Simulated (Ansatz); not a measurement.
Mulliken charges of F2H2O2Sn, SMILES `[OH][Sn]([OH])([F])[F]` from B3LYP/def2-TZVPP in Ansatz (PBE0-D4/def2-TZVP geometry).

| atom | x (Å) | y (Å) | z (Å) | charge (e) |
| --- | --- | --- | --- | --- |
| O1 | -1.320 | 0.597 | 1.091 | -0.504 |
| Sn2 | -0.031 | -0.060 | -0.174 | 1.534 |
| O3 | 1.738 | -0.112 | 0.575 | -0.504 |
| F4 | -0.444 | -1.811 | -0.784 | -0.463 |
| F5 | -0.133 | 1.044 | -1.716 | -0.463 |
| H6 | -1.984 | 1.157 | 0.678 | 0.200 |
| H7 | 2.235 | -0.883 | 0.284 | 0.200 |

By hand: the dipole of these point charges (1 e Å = 4.8032 D).

Σ q r = (0.059, 0.073, 0.243) e Å, of length 0.260 e Å = 1.25 D.

How does the dipole of the full density compare? (Estimate.)

The calculation gave: (0.025, 0.031, 0.102) e Å, 0.53 D; the point charges give 2.36 times that, at 0° from its direction.

Point charges leave out the atoms' own dipoles, such as those of lone pairs, and Mulliken's split depends on the basis, so the two needn't agree.

B3LYP here is the variant with VWN-RPA as its local correlation; programs differ in this.
